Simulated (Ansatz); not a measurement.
Ge20H28, a nanocrystal cut from cubic germanium, 48 atoms. Hardware: 11 threads of AMD EPYC 7R13 on a shared host and a whole NVIDIA H100 80GB HBM3.

The 6-31G sets use Cartesian d functions. Correlated methods freeze 180 core orbitals; core or outer-core shells of Ge are correlated, in sets that lack core-valence functions. Single mean-field runs in 6-31G, def2-SVP, def2-TZVP are fitted with def2-universal-jkfit.

**Question.** How many basis functions does each of these Ansatz runs have, and roughly what does it cost? revPBE-D4/def2-TZVP, charge 1 doublet at the geometry of the charge 0 singlet, energy, from earlier orbitals; RPA@PBE/def2-SVP, charge 0 singlet, energy, from earlier orbitals; HF/6-31G, charge 0 singlet, energy; B3LYP-D4/6-31G, charge 0 singlet, energy; PBE0-D4/def2-TZVP, charge 0 singlet, energy and forces, from earlier orbitals; revPBE-D4/def2-TZVP, charge 0 singlet, energy, from earlier orbitals; MP2/def2-SVP, charge 0 singlet, energy, from earlier orbitals; PBE-D4/def2-SVP, charge 0 singlet, energy, from earlier orbitals; PBE-D4/def2-SVP, charge 0 singlet, relaxation, 12 steps; PBE0-D4/def2-TZVP, charge 1 doublet at the geometry of the charge 0 singlet, energy; PBE0-D4/def2-TZVP, charge 0 triplet at the geometry of the charge 0 singlet, energy; PBE0-D4/def2-SVP, charge 0 singlet, energy, from earlier orbitals.

**Answer.** Other jobs shared the machine, so times can vary by a factor of up to 3.

| run | functions | fitting or Cholesky vectors | wall time | peak host memory (GiB) |
| --- | --- | --- | --- | --- |
| PBE-D4/def2-SVP, charge 0 singlet, energy, from earlier orbitals | 780 | 5824 | 4.8 s | 1.5 |
| HF/6-31G, charge 0 singlet, energy | 636 | 5824 | 5 s | 1.4 |
| B3LYP-D4/6-31G, charge 0 singlet, energy | 636 | 5824 | 5.5 s | 1.4 |
| revPBE-D4/def2-TZVP, charge 0 singlet, energy, from earlier orbitals | 1128 | 5824 | 7 s | 1.6 |
| PBE0-D4/def2-SVP, charge 0 singlet, energy, from earlier orbitals | 780 | 5824 | 7.5 s | 1.5 |
| MP2/def2-SVP, charge 0 singlet, energy, from earlier orbitals | 780 | 7748 | 15 s | 2.1 |
| revPBE-D4/def2-TZVP, charge 1 doublet at the geometry of the charge 0 singlet, energy, from earlier orbitals | 1128 | 5824 | 18 s | 2 |
| PBE0-D4/def2-TZVP, charge 0 singlet, energy and forces, from earlier orbitals | 1128 | 5824 | 18 s | 8.9 |
| RPA@PBE/def2-SVP, charge 0 singlet, energy, from earlier orbitals | 780 | 7748 | 20 s | 7.8 |
| PBE0-D4/def2-TZVP, charge 1 doublet at the geometry of the charge 0 singlet, energy | 1128 | 5824 | 36 s | 2.1 |
| PBE-D4/def2-SVP, charge 0 singlet, relaxation, 12 steps | 780 | 5824 | 50 s | 1.6 |
| PBE0-D4/def2-TZVP, charge 0 triplet at the geometry of the charge 0 singlet, energy | 1128 | 5824 | 67 s | 2.1 |
